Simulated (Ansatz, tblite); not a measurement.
Forces on the cluster Co3S3 at its PBE-D4/def2-SVP geometry. Charge 0, multiplicity 2.

The xTB rows come from tblite. At r2SCAN-D4/def2-TZVP the charge 0 doublet is spin-contaminated (final ⟨S²⟩ up to 4.21, 0.75 for a pure state). The order of the spin states hangs on the level: the quartet lies 0.77 eV below the doublet at PBE0-D4/def2-TZVP, but 0.36 eV above it at GFN1-xTB. Another isomer (doublet) lies 0.30 eV lower at PBE0-D4/def2-TZVP.

GFN1-xTB (tblite), largest force 3.46 eV/Å:

```xyz
6
positions Å, forces eV/Å
Co   -0.759    0.471    0.898   -0.935   -0.253    1.988
Co   -0.315    0.242   -1.203   -0.071   -0.701   -2.098
Co    1.363   -0.291    0.320   -0.251   -1.188    0.074
S     1.413   -0.912   -1.735   -1.512    1.832    2.121
S     0.560   -0.471    2.303   -0.456    1.284   -2.873
S    -2.262    0.961   -0.583    3.225   -0.975    0.788
```

GFN2-xTB (tblite), largest force 1.08 eV/Å:

```
Co 0.201 -0.207 0.597
Co 0.415 -0.318 -0.411
Co -1.039 -0.208 -0.199
S -0.253 0.529 0.356
S -0.066 0.431 -0.525
S 0.742 -0.226 0.181
```

r2SCAN-D4/def2-TZVP (Ansatz), largest force 2.63 eV/Å:

```
Co -1.427 0.259 2.198
Co 0.433 -0.305 -2.473
Co 0.804 -0.652 -0.292
S -0.160 0.362 0.305
S -0.153 0.403 -0.165
S 0.503 -0.067 0.427
```
